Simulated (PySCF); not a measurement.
## Electron correlation in N⁺ (nitrogen, charge +1)

[He] 2s1 2p2 3d1, one real determinant (an excited configuration). Calculation: PySCF 2.14, in aug-cc-pCVTZ-DK (7s6p4d2f, 59 functions); scalar relativity by spin-free X2C-1e. Frozen: 1s2; 4 electrons correlated.

```
  level  correlation energy (mhartree)
   CCSD                         -27.84
    (T)                          -1.80
CCSD(T)                         -29.64
```

Diagnostics: T1 = 0.0094, D1 = 0.0253, largest double amplitude 0.229.

The real determinant used has ⟨L²⟩ near 8 against 12 for a pure F term, so it mixes terms. The outer electron is Rydberg-like, and this basis confines it to a smaller radius and binds it less than a complete one would. A double-excitation amplitude exceeds 0.15, a sign of near-degeneracy.

Cost of the coupled-cluster step: about 4 core-seconds, for 4 correlated electrons.

The reference is one real determinant that mixes LS terms of this configuration.
